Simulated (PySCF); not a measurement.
Se(Br)(OH) (BrHOSe), SMILES Br[Se]O. Atoms are numbered in the order given.

```xyz
4

Se    -0.0094    -0.6651     0.7927
Br     0.1463     1.1612    -0.6831
O     -0.4272    -2.0052    -0.3226
H     -1.3841    -1.9876    -0.4620
```
Charge 0, spin multiplicity 1.

Geometry optimised at B3LYP-D3(BJ)/def2-TZVP. Other conformers were not sampled.

The numbers are results of ωB97X/def2-TZVPD (PySCF), not measurements.

Computed frontier levels, gap, dipole moment and polarisability:
```json
{
 "highest_occupied_level": "-9.20 eV",
 "lowest_empty_level": "-0.48 eV",
 "orbital_gap": "8.72 eV",
 "dipole_moment": "1.66 D",
 "quadrupole, principal values (traceless, Buckingham form, about the centre of nuclear charge)": "-6.74, 1.49, 5.25 D·Å",
 "mean_static_polarisability": "57.6 bohr³ (8.54 Å³)",
 "polarisability_principal_values": "45.2, 50.8, 77.0 bohr³"
}
```
